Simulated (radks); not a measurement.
Values are calculated unless marked as measured or tabulated.
Q: All-electron atom: Ce12+ in [Kr] 4d10 (the NIST ground configuration). Level of theory: scalar-relativistic Kohn-Sham, PBE, spin-unpolarised, spherical densities, point nucleus (a radial shooting solver on a logarithmic mesh with Libxc functionals). Some entries of the table are withheld. Estimate them.

orbital  occ.  eigenvalue (eV)  <r> (bohr)
1s          2        -40473.09         (1)
2s          2        -6647.360      0.1052
2p          6        -5974.167     0.09236
3s          2        -1586.394      0.2784
3p          6        -1372.265      0.2764
3d         10              (2)         (3)
4s          2        -472.2245         (4)
4p          6              (5)      0.6636
4d         10        -298.8804      0.7160

A: 
(1) 1s <r> (bohr): 0.02457
(2) 3d eigenvalue (eV): -1068.315
(3) 3d <r> (bohr): 0.2533
(4) 4s <r> (bohr): 0.6304
(5) 4p eigenvalue (eV): -401.3835
